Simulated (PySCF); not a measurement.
# Worked example: oscillator strength and radiative lifetime

C4H5Cl2F, SMILES C=C(F)CC(Cl)Cl.

Geometry: r2SCAN-D4/def2-SVP. This is a generated structure with no PubChem entry under its InChIKey; it may be hypothetical. The values are those of a single conformer.

TDA-PBE/def2-SVPD in PySCF puts the first singlet state with f over 0.02 at 6.10 eV (vertical), with the transition dipole (-0.381, 0.137, -0.041) in atomic units.

### Question
Find the oscillator strength, the wavelength and the radiative lifetime that this transition would have in vacuum if emission retraced absorption.

### Answer

|μ|² = 0.1656 au, so |μ| = 1.03 D. ΔE = 6.10/27.211 = 0.2242 hartree. f = (2/3) ΔE |μ|² = 0.025 (the program prints 0.025).
λ = 1239.84/6.10 = 203 nm; ν = 49200 cm⁻¹.
Einstein's coefficient A = 0.6670 ν² f s⁻¹ (ν in cm⁻¹) = 4.0e7 s⁻¹, so τ = 1/A = 25 ns. This state is S3; the lower singlets have f = 0.006, 0.001. The figure is the radiative limit of this one transition; relaxation, internal conversion, crossing to triplets and a medium change what is measured.
